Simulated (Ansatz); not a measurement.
Ansatz (a first-principles code) input:

Ansatz 0.2 input:
```yaml
crystal:
  periodic: [false, false, false]
  atoms:
    - {symbol: N, position_ang: [-0.00000000, -0.00000000, -1.05712003]}
    - {symbol: P, position_ang: [0.00000000, 0.00000000, 0.49332268]}
basis:
  gaussian:
    orbitals: def2-TZVPD
hamiltonian:
  xc: {name: wB97M-V}
total_charge: -1
magnetization: {spin_polarized: true, initial_magnetization: 1}
output: {forces: true}
```

Question: Predict the final energy.

Answer: -396.06740 Eh (wB97M-V/def2-TZVPD). The basis has 80 functions.
